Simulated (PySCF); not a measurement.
Spectrum to structure. Computed with TDDFT CAM-B3LYP/def2-SVPD, vertical, gas phase, core orbitals frozen in the response (PySCF 2.14.0, density-fitted response routines). Geometries: GFN2-xTB, one conformer each.

```tsv
state	E (eV)	λ (nm)	f
S1	1.87	663.2	0.0001
S2	5.18	239.2	0.0001
S3	5.41	229.1	0.0031
S4	5.67	218.7	0.0048
S5	5.80	213.8	0.024
S6	6.34	195.5	0.0002
S7	6.42	193.0	0.444
S8	6.63	186.9	0.551
```

Triplets computed (Tamm–Dancoff): 1.51, 3.62, 3.97 eV.

Orbital energies (eV): HOMO-3 -10.87, HOMO-2 -10.59, HOMO-1 -10.24, HOMO -7.67, LUMO -1.73, LUMO+1 0.84, LUMO+2 1.07.

Question: Which candidate is it? All have the formula C4H7ClSSi.
A. `S=C1C[SiH2][C@H](Cl)C1`
B. `Cl[SiH2]SCC1C=C1`
C. `[SiH3]CCC(Cl)=C=S`
D. `C=C(Cl)[SiH2][C@H]1CS1`
E. `CSCC#C[SiH2]Cl`

Answer: C. Its S1, at 1.87 eV, is the lowest among the candidates; the nearest of the others has S1 at 2.50 eV. S1 is HOMO→LUMO (99%). Löwdin shares by element: HOMO carbon 41% or more, sulfur 39%, chlorine 13%; LUMO carbon 44% or more, sulfur 40%, chlorine 12%. At the same level the other candidates give, for their lowest levels:
- `C=C(Cl)[SiH2][C@H]1CS1`: 4.76 eV (f 0.003); 6.03 eV (f 0.040); 6.14 eV (f 0.021); 6.44 eV (f 0.098); 6.51 eV (f 0.193); T1 4.06 eV; HOMO -7.96, LUMO 0.23 eV
- `CSCC#C[SiH2]Cl`: 5.12 eV (f 0.011); 5.62 eV (f 0.005); 5.90 eV (f 0.011); 5.98 eV (f 0.020); 6.12 eV (f 0.007); T1 4.56 eV; HOMO -8.02, LUMO 0.33 eV
- `Cl[SiH2]SCC1C=C1`: 5.03 eV (f 0.003); 5.90 eV (f 0.022); 6.20 eV (f 0.005); 6.38 eV (f 0.041); 6.63 eV (f 0.015); T1 4.11 eV; HOMO -8.11, LUMO 0.41 eV
- `S=C1C[SiH2][C@H](Cl)C1`: 2.50 eV (f 0.000); 5.43 eV (f 0.195); 5.93 eV (f 0.086); 5.99 eV (f 0.049); 6.12 eV (f 0.002); T1 2.05 eV; HOMO -7.73, LUMO -1.05 eV

The values belong to the conformer `[SiH3:1][CH2:2][CH2:3][C:4]([Cl:5])=[C:6]=[S:7]`: Si1–C2–C3–C4 179°, C2–C3–C4–Cl5 -69°.
